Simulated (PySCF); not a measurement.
# Bonding in `CCc1cccc(C=O)c1O`

Species: C₉H₁₀O₂.
Numbering: `[CH3:1][CH2:2][c:3]1[cH:4][cH:5][cH:6][c:7]([CH:8]=[O:9])[c:10]1[OH:11]` (hydrogens: H12, H13, H14 on C1; H15, H16 on C2; H17 on C4; H18 on C5; H19 on C6; H20 on C8; H21 on O11)

Geometry (GFN2-xTB, Å), atoms numbered from 1 in this order:
```xyz
21
C9H10O2 angstrom
C     -2.781    0.156    0.498
C     -1.963   -0.199   -0.745
C     -0.525   -0.432   -0.382
C     -0.041   -1.696   -0.111
C      1.284   -1.915    0.258
C      2.146   -0.851    0.353
C      1.698    0.451    0.087
C      2.609    1.569    0.180
O      2.317    2.736   -0.027
C      0.349    0.665   -0.276
O     -0.117    1.890   -0.530
H     -2.399    1.067    0.949
H     -3.823    0.311    0.232
H     -2.724   -0.645    1.232
H     -2.023    0.626   -1.456
H     -2.373   -1.096   -1.210
H     -0.714   -2.538   -0.192
H      1.626   -2.917    0.465
H      3.179   -0.998    0.634
H      3.642    1.300    0.462
H      0.625    2.532   -0.422
```

Bond orders from the PBE0/pcSseg-1 density (PySCF). Geometry: GFN2-xTB, one conformer, isolated molecule.

Problem. How far do the computed orders between heavy atoms stray from the drawn ones?

Solution. The largest departure is 0.287, at C7–C10 (drawn aromatic, 1.213), counting aromatic bonds as 1.5. Drawn single, order above 1.12: C10–O11 (1.195). The bonds drawn aromatic range from 1.21 to 1.50.

Problem. Give the Mayer order of every bond, beside its length.

Solution. 
| bond | drawn as | length (Å) | Mayer order |
| --- | --- | --- | --- |
| C1–C2 | single | 1.530 | 1.031 |
| C2–C3 | single | 1.501 | 1.083 |
| C3–C4 | aromatic | 1.381 | 1.482 |
| C4–C5 | aromatic | 1.393 | 1.382 |
| C5–C6 | aromatic | 1.372 | 1.498 |
| C6–C7 | aromatic | 1.402 | 1.328 |
| C7–C8 | single | 1.446 | 1.118 |
| C8–O9 | double | 1.220 | 1.805 |
| C7–C10 | aromatic | 1.413 | 1.213 |
| C10–O11 | single | 1.335 | 1.195 |
| C10–C3 | aromatic | 1.407 | 1.268 |
| C1–H12 | single | 1.087 | 0.966 |
| C1–H13 | single | 1.087 | 0.970 |
| C1–H14 | single | 1.088 | 0.968 |
| C2–H15 | single | 1.091 | 0.929 |
| C2–H16 | single | 1.091 | 0.946 |
| C4–H17 | single | 1.081 | 0.962 |
| C5–H18 | single | 1.079 | 0.958 |
| C6–H19 | single | 1.080 | 0.959 |
| C8–H20 | single | 1.105 | 0.962 |
| O11–H21 | single | 0.987 | 0.871 |

By pair of heavy elements: C–C: lowest C1–C2 (1.031, 1.530 Å), highest C5–C6 (1.498, 1.372 Å). C–O: lowest C10–O11 (1.195, 1.335 Å), highest C8–O9 (1.805, 1.220 Å).

Problem. Sum the orders of all bonds at each heavy atom with more than one neighbour and set the sums beside the valence in the SMILES.

Solution. C1 3.935 (drawn 4), C2 3.989 (drawn 4), C3 3.833 (drawn 4), C4 3.826 (drawn 4), C5 3.838 (drawn 4), C6 3.785 (drawn 4), C7 3.659 (drawn 4), C8 3.885 (drawn 4), C10 3.676 (drawn 4), O11 2.066 (drawn 2). Orders between atoms that aren't bonded are not in these sums.

The Mayer order sums products of elements of PS (density times overlap matrix) between the two atoms' basis functions, so it depends on the basis set.
